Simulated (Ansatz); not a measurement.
Compare A (`NC([SiH3])N[SiH3]`) with its isomer B (`CN[SiH](N)[SiH3]`).

Calculated with Ansatz (gas phase, PBE0-D4/def2-TZVP geometries, no zero-point term in ΔE). CCSD(T)/CBS adds triple-zeta CCSD(T) − MP2 to the extrapolated MP2 energy (def2 sets, frozen cores). Functionals use def2-TZVPP. B3LYP here is the variant with VWN-RPA as its local correlation; programs differ in this. One conformer a species, not always the lowest.

Q: Which isomer does CCSD(T)/CBS put lower? Give the gap. (Best estimate.)

A: Computed: B, by 33.5 kcal/mol.

Q: Give E(B) − E(A) in kcal/mol with B2PLYP, B3LYP-D4, CCSD/def2-TZVPP, B3LYP, ωB97M-V, PBE0-D4, r2SCAN-D4. (An estimate is asked.)

A: Ansatz gave: B2PLYP -33.8, B3LYP-D4 -33.2, CCSD/def2-TZVPP -33.2, B3LYP -34.4, ωB97M-V -31.9, PBE0-D4 -34.0, r2SCAN-D4 -34.2. None reverses the order clearly.

Largest T1 diagnostic: 0.011.

The D4 term adds +1.2 kcal/mol with B3LYP and +0.6 kcal/mol with PBE0; it sums over pairs of atoms, weighted by their polarisabilities, and B3LYP, whose exchange is more repulsive, gets the larger term. In def2-TZVPP, CCSD(T) changes the Hartree–Fock value by +1.8 kcal/mol (the triples alone add +0.5 kcal/mol) and MP2 by +1.9 kcal/mol.
